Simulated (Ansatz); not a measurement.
Geometry optimisation, RKS PBE0/def2-SVP in Ansatz 0.2.0.

input.yaml

```yaml
crystal:
  periodic: [false, false, false]
  atoms:
    - { symbol: Mg, position_ang: [-0.908143, -0.575804, -1.472416] }
    - { symbol: H, position_ang: [0.559007, -1.092334, -2.213807] }
    - { symbol: Cl, position_ang: [-3.097339, -0.383496, -1.181905] }
    - { symbol: H, position_ang: [0.694687, 0.731156, 1.150945] }
    - { symbol: "N", position_ang: [0.358748, -0.091822, 1.651123] }
    - { symbol: H, position_ang: [1.060576, 0.584465, -1.435549] }
    - { symbol: F, position_ang: [0.451837, 1.116179, -0.988552] }
    - { symbol: H, position_ang: [-0.275893, 0.234671, 2.376898] }
    - { symbol: H, position_ang: [1.15642, -0.523115, 2.113463] }
basis:
  gaussian: { orbitals: def2-SVP }
hamiltonian:
  xc: pbe0
relax:
  f_tol: 0.03
  max_steps: 50
```

Run as:

```bash
$ ansatz run input.yaml --threads 2 --pin off --max-ram 3072MiB --backend cpu --events-out ev --progress --plain --runs-dir out
```

Q: Where does it end, and by what steps?

A: The forces met the threshold. The force dipped under the threshold on the way, but the program's further checks kept it going. After 25 steps the energy has fallen by 2.151 eV; Mg1 moved furthest, 1.37 Å. Parted: Mg1–H2, H6–F7. Joined: Mg1–N5, H2–H6.

| step | energy less start (eV) | largest force component (eV/Å) | accepted |
| --- | --- | --- | --- |
| 0 | 0.0000 | 0.894 | yes |
| 1 | -0.2307 | 0.642 | yes |
| 2 | -0.4952 | 0.760 | yes |
| 3 | -0.7921 | 0.749 | yes |
| 4 | -1.0027 | 0.490 | yes |
| 5 | -0.9979 | 0.572 | no |
| 6 | -1.0671 | 0.460 | yes |
| 7 | -1.1141 | 0.458 | yes |
| 8 | -1.2201 | 0.904 | yes |
| 9 | -1.3969 | 1.507 | yes |
| 10 | -1.7447 | 1.341 | yes |
| 11 | -1.8900 | 1.764 | yes |
| 12 | -2.0529 | 1.416 | yes |
| 13 | -2.0974 | 0.358 | yes |
| 14 | -2.1183 | 0.211 | yes |
| 15 | -2.1357 | 0.238 | yes |
| 16 | -2.1388 | 0.148 | yes |
| 17 | -2.1456 | 0.181 | yes |
| 18 | -2.1474 | 0.107 | yes |
| 19 | -2.1491 | 0.180 | yes |
| 20 | -2.1501 | 0.082 | yes |
| 21 | -2.1507 | 0.043 | yes |
| 22 | -2.1507 | 0.027 | yes |
| 23 | -2.1511 | 0.055 | yes |
| 24 | -2.1509 | 0.106 | no |
| 25 | -2.1512 | 0.011 | yes |

```xyz
9
Properties=species:S:1:pos:R:3
Mg -0.660 0.490 -0.647
H 0.681 -1.163 -1.777
Cl -2.448 -0.839 -0.841
H 0.760 0.850 1.606
N 0.149 0.084 1.316
H 1.111 -0.538 -1.872
F 0.292 1.896 -1.182
H -0.586 -0.007 2.019
H 0.701 -0.773 1.378
```

Time of the run: 20 s on 2 threads of AMD EPYC 9R45 96-Core Processor (Zen 5), on a shared host, peak memory 0.19 GiB.
